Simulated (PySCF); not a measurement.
Vertical excitations of a molecule ClH₅O₂Si₂ from PySCF 2.14.0 with TDDFT-PBE0/def2-SVPD, as energy in eV (oscillator strength): 5.89 (0.021), 6.71 (0.000), 6.75 (0.023), 7.31 (0.017), 7.37 (0.004), 7.45 (0.034), 7.61 (0.014), 7.81 (0.024), 7.91 (0.134), 7.93 (0.044). Lowest triplet (TDA): 5.18 eV. Coordinates come from a PBE0-D3(BJ)/def2-SVP optimisation. Other conformers were not sampled.

Task: Which structure fits?
(A) O[Si@@H](Cl)O[SiH3]
(B) O[SiH2]O[SiH2]Cl
(C) O[SiH](O)[SiH2]Cl
(D) O[SiH2][Si@@H](O)Cl

Result: C, O[SiH](O)[SiH2]Cl
